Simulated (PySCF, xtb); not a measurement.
Si(H)(Me)(OH)(NH2) (CH7NOSi), SMILES C[SiH](N)O. The values are those of a single conformer.

Harmonic wavenumbers (cm⁻¹) from GFN2-xTB (xtb 6.7.1) at its own minimum, in rising order: 104, 193, 215, 248, 271, 308, 579, 646, 673, 712, 798, 813, 820, 840, 889, 934, 1384, 1496, 1504, 1532, 2253, 3033, 3047, 3055, 3471, 3516, 3672.

What does PBE0-D3(BJ)/def2-SVP run with PySCF give at its own minimum? (Estimate from the structure and the level; the computed values follow.)

147, 177, 218, 229, 295, 351, 411, 644, 673, 740, 810, 821, 854, 908, 924, 957, 1265, 1429, 1431, 1543, 2234, 3054, 3155, 3166, 3616, 3716, 3920. Paired by order, the mean absolute difference is 61 cm⁻¹ and the zero-point energies are 52.9 and 53.9 kcal/mol.
